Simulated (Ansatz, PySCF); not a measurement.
CF₃, SMILES F[C+](F)F, charge +1. Atoms are numbered in the order given.

```xyz
4

C      0.0000     0.0000     0.0000
F      1.2357     0.0000     0.0000
F     -0.6178     1.0701     0.0000
F     -0.6178    -1.0701     0.0000
```
Charge +1, spin multiplicity 1.

The structure is a stationary point at B3LYP-D3(BJ)/def2-TZVP.

Two levels are set side by side: PBE-D3(BJ)/def2-TZVP (Ansatz, a quantum-chemistry and plane-wave program) and B3LYP-D3(BJ)/def2-TZVP (Ansatz). Each level has its own optimised geometry; the coordinates shown are those of the second. Frequencies come from the Hessian of PySCF at each geometry. Differences are taken from unrounded values.

| quantity | B3LYP-D3(BJ) | PBE-D3(BJ) | PBE-D3(BJ) minus B3LYP-D3(BJ) |
|---|---|---|---|
| mean bond length (Å) | 1.236 | 1.247 | 0.011 |
| bond C1–F2 (Å) | 1.236 | 1.247 | 0.011 |
| bond C1–F3 (Å) | 1.236 | 1.247 | 0.011 |
| bond C1–F4 (Å) | 1.236 | 1.247 | 0.011 |
| highest harmonic wavenumber (cm⁻¹) | 1660 | 1607 | -53 |
| mean harmonic wavenumber (cm⁻¹) | 1057 | 1020 | -37 |
| zero-point energy (kcal/mol) | 9.06 | 8.75 | -0.31 |

Exact exchange shortens and stiffens bonds; PBE has none. Differences between two approximate levels are no errors against the true value.
